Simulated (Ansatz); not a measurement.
```yaml
crystal:
  periodic: [false, false, false]
  atoms:
    - {symbol: B, position_ang: [0.526342, -0.605238, 0.354946]}
    - {symbol: B, position_ang: [-0.536447, 0.616651, -0.361665]}
    - {symbol: F, position_ang: [1.333641, -1.345085, -0.416623]}
    - {symbol: F, position_ang: [0.538718, -0.807124, 1.679136]}
    - {symbol: H, position_ang: [0.669671, 0.762082, 0.058215]}
    - {symbol: H, position_ang: [-1.235172, 1.247657, 0.373571]}
    - {symbol: H, position_ang: [-0.506705, 0.754806, -1.547832]}
    - {symbol: H, position_ang: [-0.790057, -0.623759, -0.139748]}
basis:
  gaussian: {orbitals: def2-mTZVP}
hamiltonian: {xc: {name: revPBE0}}
outputs: {forces: true}
output: {forces: true}
```

```sh
$ ansatz run in.yaml --threads 2 --pin off --events-out ev --progress --plain --max-ram 4352MiB
```

It prints (some lines left out):

```
Error: YAML parse error: error: line 15 column 1: unknown field `outputs`, expected one of crystal, accuracy, basis, kpoints, hamiltonian, magnetization, projection, total_charge, correlation, batch, efield, external_charges, scf, relax, neb, saddle, md, ramp, phonons, dielectric, real_time, elastic, magnetic_configurations, gw, evaluate, workflow, output, checkpoint, execution
13 |   gaussian: {orbitals: def2-mTZVP}
14 | hamiltonian: {xc: {name: revPBE0}}
15 | outputs: {forces: true}
16 | output: {forces: true}
```

**Question.** Something in this input is off. What?

**Answer.** The input holds a key that doesn't belong there. The input was rejected before any iteration.
